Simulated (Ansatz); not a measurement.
## One elementary step

Start structure (CH9GeN, closed shell), relaxed at PBE0-D4/def2-TZVP:

Ge1  (-0.866, -0.659, -0.232)
N2  (0.374, -0.961, 1.106)
H3  (-1.336, -1.957, -0.938)
H4  (-2.079, -0.011, 0.461)
C5  (-0.036, 0.534, -1.525)
H6  (1.102, 1.479, 1.806)
H7  (1.268, 2.197, 1.944)
H8  (-0.003, -1.447, 1.909)
H9  (1.194, -1.466, 0.795)
H10  (0.279, 1.453, -1.031)
H11  (0.840, 0.058, -1.970)
H12  (-0.736, 0.781, -2.325)
(Å)

The step: CH₇GeN ([CH3][GeH2][NH2]) + H₂ → CH₆Ge ([CH3][GeH3]) + NH₃; bonds formed: Ge1–H7, N2–H6; bonds broken: Ge1–N2, H6–H7. Computed with Ansatz 0.2.0 (basis: def2-TZVPP and def2-QZVPP); correlated methods freeze the cores. Filled d shells of the heavier atoms are correlated. The def2 sets are not built for correlating such inner shells, so the correlated values are less sure here. Extrapolation: Hartree–Fock as exp(−7.88 √X), correlation as X^−2.97. Energies below are by CCSD(T) at an estimated basis limit (MP2 extrapolated from triple and quadruple zeta, plus CCSD(T) − MP2 in triple zeta).

**Question.** What are the electronic barrier and the energy of the step, from the start structure to the end structure? (To be estimated.)

**Answer.** By the calculation: Barrier 48.78 kcal/mol; step energy -5.82 kcal/mol (downhill); reverse barrier, their difference, 54.60 kcal/mol. Barrier and step energy count from the start structure, the reverse barrier from the end structure.

The saddle point: One imaginary mode of 1215i cm⁻¹.
```
  pair  start (Å)  saddle (Å)  end (Å)
Ge1–H7       4.18        2.07     1.54
 N2–H6       2.64        1.17     1.01
Ge1–N2       1.85        2.01     3.48
 H6–H7       0.75        1.20     2.92
```

Zero-point energy (harmonic, PBE0-D4): ZPE is 56.71 kcal/mol at the start and 57.32 kcal/mol at the saddle, so the barrier goes from 48.78 to 49.39 kcal/mol.

No T1 diagnostic of these runs exceeds 0.012.

Labels in which every atom is bracketed show which atoms are joined, not bond orders.

For scale, one of the runs: CCSD(T)/def2-TZVPP, 236 basis functions, launched by `ansatz run in.yaml --threads 4 --pin off --events-out ev --progress --plain --max-ram 9574MiB`. The run took 2.2 min on 4 CPU threads of an Arm Neoverse V2 (shared host), with 4.4 GiB of host memory at its peak.
